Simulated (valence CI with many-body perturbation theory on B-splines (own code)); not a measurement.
**Tb LII: fill in the table**

Level of theory: relativistic CI+MBPT: four valence electrons over a frozen Dirac-Fock core [Ne], radial functions for each j: 11 s, 11 p, 10 d, 8 f, 5 g, 2 h, with the one-electron correlation potential Σ1 (screened to all orders), the two-electron term Σ2, the three-electron term Σ3, Breit, model QED; selected single and double excitations, second order for the rest, scaled by the run's own slope (own B-spline code, finite nucleus).

No measured spectrum was set against this ion. As an estimate, large intervals hold to a few tenths of a per cent, small ones and those within an open d or f shell to about a per cent. Among the levels kept, up to 590 cm⁻¹ of a level comes from second order outside the variational space, and about a tenth of that is noise between levels of different J, which matters for small intervals.

| Level | E (Ry) |
| --- | --- |
| (3s^2 3p1/2^2) J=0 | 0.000 |
| (3s^2 3p1/2 3p3/2) J=1 | ? |
| (3s^2 3p1/2 3p3/2) J=2 | 14.152 |
| (3s 3p1/2^2 3p3/2) J=2 | 23.615 |
| (3s 3p1/2^2 3p3/2) J=1 | 25.412 |
| (3s^2 3p1/2 3d3/2) J=2 | 27.292 |
| (3s^2 3p3/2^2) J=2 | ? |
| (3s^2 3p3/2^2) J=0 | ? |
| (3s^2 3p1/2 3d3/2) J=1 | 29.902 |
| (3s^2 3p1/2 3d5/2) J=2 | 31.635 |
| (3s^2 3p1/2 3d5/2) J=3 | ? |
| (3s 3p1/2 3p3/2^2) J=2 [a] | 36.876 |
| (3s 3p1/2^2 3d3/2) J=1 | 37.586 |
| (3s 3p1/2 3p3/2^2) J=3 | 37.913 |
| (3s 3p1/2^2 3d3/2) J=2 | 38.017 |
| (3s 3p1/2 3p3/2^2) J=0 | 38.665 |
| (3s 3p1/2 3p3/2^2) J=1 [a] | 39.519 |
| (3s 3p1/2 3p3/2^2) J=2 [b] | ? |
| (3s 3p1/2 3p3/2^2) J=1 [b] | ? |
| (3s 3p1/2^2 3d5/2) J=3 | 41.667 |

Levels are named by their leading jj configuration (3d3/2^4 stands for four electrons in 3d with j = 3/2), which in mixed levels can hold well under half, so a name can repeat and another be missing. Letters in brackets count levels of one name in rising energy.

Problem. The levels stand in rising order. What does the calculation give for the missing energies?

Solution. (3s^2 3p1/2 3p3/2) J=1 13.559; (3s^2 3p3/2^2) J=2 28.146; (3s^2 3p3/2^2) J=0 29.428; (3s^2 3p1/2 3d5/2) J=3 31.704; (3s 3p1/2 3p3/2^2) J=2 [b] 39.617; (3s 3p1/2 3p3/2^2) J=1 [b] 40.278.
